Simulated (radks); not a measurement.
All-electron atom: Co II in [Ar] 3d7.5 4p0.5 (fractional occupations, a model configuration). All-electron calculation, scalar-relativistic Kohn-Sham, PBE, spin-polarised, spherical densities, finite nucleus; open shells are filled with parallel spins first; Fermi nuclear charge, rms radius 3.7875 fm. Program: a radial shooting solver on a logarithmic mesh with Libxc functionals.

Normalised radial functions P(r) = r R(r), r in bohr:

```
   r/bohr * 3p down, o 3d down, + 4p down (the largest magnitude, 1.17, reaches the edge; | marks zero, & curves that meet)
 0.007421                             &
 0.009818                             &
  0.01299                             &*
  0.01705                             &*
  0.02256                             & *
  0.02985                             o+ *
  0.03918                             o+   *
  0.05184                             o+     *
   0.0686                             |o+      *
  0.09004                             |o +        *
   0.1191                             |  &          *
   0.1576                             |  + o        *
   0.2069                             | +     o *
   0.2738                             +*         o
   0.3622                   *       + |               o
   0.4754        *               +    |                  o
   0.6291  *                     +    |                    o
   0.8323    *                     +  |                    o
    1.093          *                  |+                o
    1.446                   *         |     +       o
    1.913                         *   |         &
    2.511                            *|     o      +
    3.322                             *  o         +
    4.395                             *o        +
    5.769                             &     +
    7.633                             & +
     10.1                             &+
```

3p down: eigenvalue -70.811 eV, 1 radial node at r = 0.284 bohr, <r> = 0.822 bohr, 90 % of the charge inside 1.27 bohr. 3d down: eigenvalue -13.774 eV, 0 radial nodes, <r> = 1.11 bohr, 90 % of the charge inside 1.97 bohr. 4p down (empty): eigenvalue -6.674 eV, 2 radial nodes at r = 0.277, 1.05 bohr, <r> = 3.46 bohr, 90 % of the charge inside 5.26 bohr.
